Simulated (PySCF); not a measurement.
# Ionisation energy of Ca by level of theory

Ca [Ar] 4s2 (1S) → Ca⁺ [Ar] 4s1 (2S), as a difference of total energies. Computed with PySCF 2.14 in x2c-TZVPall (6s5p3d, 36 functions), with the spin-free X2C one-electron Hamiltonian (Gaussian nucleus). Correlated levels: valence: [Ar] frozen. The calculations carry no spin-orbit coupling.

```csv
method,ionisation energy (eV)
UHF,5.139
LDA,6.240
PBE,6.097
MP2 (valence),5.641
SCS-MP2 (valence),5.742
CCSD (valence),5.906
```

Problem. How much does correlation contribute at MP2 (valence)?

Solution. 5.641 − (5.139) = 0.502 eV, measured against UHF.

Errors of the correlated levels include the incompleteness of this basis and the frozen core.

With two correlated electrons CCSD is exact in that space.

For comparison: 6.113 eV (measured; NIST Atomic Spectra Database, ionization energies).
